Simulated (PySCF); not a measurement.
```xyz
4
charge 1 multiplicity 2, angstrom
B     0.7712    0.7712    0.0000
B    -0.7712    0.7712    0.0000
B    -0.7712   -0.7712    0.0000
B     0.7712   -0.7712    0.0000
```

Level of theory: UPBE0 in PySCF with B def2-TZVP; no relativity; density-fitted integrals.

This geometry of [B4]+ is a stationary point at this level.

Question: What is the point group?

Answer: D4h.

Question: Is it a minimum?

Answer: No: it has 1 imaginary mode, at 178i cm⁻¹ (b1g).

Question: Which band is strongest in the infrared?

Answer: 1160 cm⁻¹ (eu), 38 km/mol.

Question: Give the atomic charges and bond orders.

Answer: 
```json
{"atom": "B1", "Mulliken": "0.25", "Löwdin": "0.25", "polar tensor": "0.25", "spin (Mulliken)": "0.25", "Mayer order to B1": "–"}
{"atom": "B2,4", "Mulliken": "0.25", "Löwdin": "0.25", "polar tensor": "0.25", "spin (Mulliken)": "0.25", "Mayer order to B1": "1.33"}
{"atom": "B3", "Mulliken": "0.25", "Löwdin": "0.25", "polar tensor": "0.25", "spin (Mulliken)": "0.25", "Mayer order to B1": "0.53"}
```
Other Mayer orders above 0.3: B–B 0.53, B–B 1.33 (×2).

Only a few start shapes were tried, so a lower isomer may exist.
